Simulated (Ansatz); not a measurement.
Ansatz (a quantum-chemistry and plane-wave program) input (CAM-B3LYP/def2-TZVPD):

Ansatz 0.2 input:
```yaml
crystal:
  periodic: [false, false, false]
  atoms:
    - {symbol: C, position_ang: [0.28394200, -0.06438583, -0.02034964]}
    - {symbol: Br, position_ang: [0.34753579, 1.75978183, -0.47948918]}
    - {symbol: Br, position_ang: [-0.00023960, -0.49137397, 1.79055149]}
    - {symbol: Br, position_ang: [-0.39597196, -1.25737028, -1.30757380]}
basis:
  gaussian:
    orbitals: def2-TZVPD
hamiltonian:
  xc: {name: CAM-B3LYP}
total_charge: 1
```

Output:

```
Functional definition: CAM-B3LYP
integrals: 0.25 GiB planned
1542 factors; their error is unknown
integrals: 0.29 GiB planned
300 factors; integrals over basis functions are off by at most 6.8e-5 eV
mean field: 2.17 GiB planned
mean field evaluation 1: about -211174.3286 eV, gradient 1.5e1 eV
mean field evaluation 2: about -211174.2034 eV, gradient 1.7e1 eV
mean field evaluation 4: about -211174.8468 eV, gradient 1.1e0 eV
mean field evaluation 8: about -211175.5716 eV, gradient 5.2e-1 eV
mean field evaluation 16: about -211175.5718 eV, gradient 7.2e-5 eV
mean field -211175.57176879 eV, -7760.5591225594 hartree, gradient 7.2e-5 eV, S^2 0.000000; 0 other end points of the search recorded, 0 dependent functions left out
reference -211175.57188614 eV, -7760.5591268718 hartree; 55, 55 occupied and 153, 153 virtual orbitals, 1542 factors
Total energy: -211175.57188614 eV, -7760.5591268718 hartree
```

This state (charge 1, singlet) is run at the relaxed geometry of the species with charge 0 and multiplicity 2.
